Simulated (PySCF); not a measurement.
Several orderings of computed values.

All species are isolated and taken at one optimised geometry, non-relativistic unless stated; the electronic structure was computed with PySCF and density fitting.

The conformers computed, where there is a choice (atom-mapped SMILES and torsion angles):
- `[CH2:1]=[CH:2][C:3](=[O:4])[O:5][CH2:6][C:7]([F:8])([F:9])[F:10]`: C1–C2–C3–O4 2°, C2–C3–O5–C6 177°, C3–O5–C6–C7 -104°, O5–C6–C7–F8 -66°
- `[OH:1][C@@:2]12[CH2:3][C@@H:4]1[C@H:5]2[O:6][C:7]([F:8])([F:9])[F:10]`: C4–C5–O6–C7 157°, C5–O6–C7–F8 172°, H–O1–C2–C3 -152°
- `[F:1][c:2]1[cH:3][n:4][n:5]([CH:6]2[CH2:7][CH2:8][CH2:9]2)[n:10]1`: N4–N5–C6–C7 -137°
- `[CH3:1][O:2][c:3]1[p:4][c:5]([SiH3:6])[cH:7][p-:8]1`: C1–O2–C3–P4 180°
- `[F:1]/[CH:2]=[C:3](/[F:4])[C@H:5]([SiH3:6])[C:7]([Cl:8])([Cl:9])[Cl:10]`: C2–C3–C5–Si6 -112°, C3–C5–C7–Cl8 -163°

The conformers of `CCO[Si@@H](CC#N)[SiH2]N`, `C=CP1CC[SiH](C)CC1` and `C=C[SiH]1CCP(C)CC1` aren't listed.

(1) Rank by dipole moment, highest first (PBE0/pcSseg-1 at GFN2-xTB geometries).
A. `Fc1cnn(C2CCC2)n1`
B. `C=CC(=O)OCC(F)(F)F`
C. `C#Cc1ncn(C)c1C`
D. `O[C@@]12C[C@@H]1[C@H]2OC(F)(F)F`

(2) Give the two extremes of that set in atomic units.

(3) Rank by HOMO energy, lowest first (PBE0/pcSseg-1 at GFN2-xTB geometries).
A. `CCO[Si@@H](CC#N)[SiH2]N`
B. `C=CC(=O)OCC(F)(F)F`
C. `C#Cc1ncn(C)c1C`
D. `O[C@@]12C[C@@H]1[C@H]2OC(F)(F)F`
E. `n1n(ncc1F)C1CCC1`
F. `C=CP1CC[SiH](C)CC1`

(4) Rank by smallest rotational constant, lowest first (GFN2-xTB).
A. `C#CC1=C(C)N(C)C=N1`
B. `F/C=C(/F)[C@H]([SiH3])C(Cl)(Cl)Cl`
C. `COc1pc([SiH3])c[p-]1`
D. `Cc1nc(F)cs1`
E. `FC1=NN(C2CCC2)N=C1`
F. `C=CC(OCC(F)(F)F)=O`

(5) Rank by HOMO–LUMO gap, lowest first (PBE0/pcSseg-1 at GFN2-xTB geometries).
A. `n1n(ncc1F)C1CCC1`
B. `O[C@@]12C[C@@H]1[C@H]2OC(F)(F)F`
C. `CCO[Si@@H](CC#N)[SiH2]N`
D. `C=CC(=O)OCC(F)(F)F`
E. `C=CP1CC[SiH](C)CC1`
F. `F/C=C(/F)[C@H]([SiH3])C(Cl)(Cl)Cl`
G. `C=C[SiH]1CCP(C)CC1`

Results:

(1) C (5.14 D), B (2.61 D), D (2.04 D), A (1.84 D).

(2) `Fc1cnn(C2CCC2)n1`: 0.72 au; `C#Cc1ncn(C)c1C`: 2.02 au.

(3) B (-8.66 eV), E (-7.48 eV), A (-7.28 eV), D (-7.10 eV), F (-6.42 eV), C (-6.15 eV).

(4) B (0.535 GHz), C (0.594 GHz), F (0.653 GHz), E (0.740 GHz), A (0.956 GHz), D (1.329 GHz).

(5) G (6.12 eV), E (6.27 eV), F (6.51 eV), C (6.62 eV), D (6.89 eV), A (7.21 eV), B (8.41 eV).
